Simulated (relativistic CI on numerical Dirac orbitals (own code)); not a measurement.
**Fe⁷⁺: resonant inelastic scattering at the L2,3 edge**

Computed with this model: Dirac-Coulomb-Breit CI, orbitals from a KLI potential per configuration, a model potential for QED, valence Slater integrals scaled by 0.7, Kramers-Heisenberg scattering through one core-hole configuration in a parametric crystal field; configurations [Ar] 3d → [He] 2s2 2p5 3s2 3p6 3d2; 300 K; core-hole width 0.4 eV; summed over polarisations. Incident energies are the highest absorption maxima for each field (at most a few, so the weaker spin-orbit partner edge can be absent), on the computed scale of the free ion. Intensities are in per cent of the strongest line above 0.02 eV; levels within 1 cm⁻¹ are merged; final levels count from the ground level, the first row holds all elastic scattering, lines under 0.4 are left out and each table stops after 24 rows. The scale of the Slater integrals is a model choice and moves the terms in proportion.

Field parameters in Wybourne normalisation: Td as Oh with Dq negative (B⁴₀ = 21Dq, B⁴₄ = √(5/14) B⁴₀). The field is a parameter set, without covalency.

S is read from ⟨S²⟩ = S(S + 1).

Td, 10Dq = -2600 cm⁻¹:

```csv
Final level (eV),Degeneracy,Irrep,S,732.1 eV,742.6 eV,743.1 eV
0.000,4,Γ8,0.50,198.0,149.9,197.2
0.353,4,Γ8,0.50,35.0,97.6,100.0
0.449,2,Γ7,0.50,61.3,33.6,66.6
```

Td, 10Dq = -5900 cm⁻¹:

```
Final level (eV)  Degeneracy  Irrep     S  730.8 eV  742.8 eV  743.5 eV
           0.000           4     Γ8  0.50     100.6     286.7     108.5
           0.721           4     Γ8  0.50       8.4     100.0      74.4
           0.837           2     Γ7  0.50       4.7      29.3      38.4
```

For the first field the strongest loss at the lowest incident energy is the level at 0.45 eV (S = 0.50, against 0.50 in the thermal ground state).
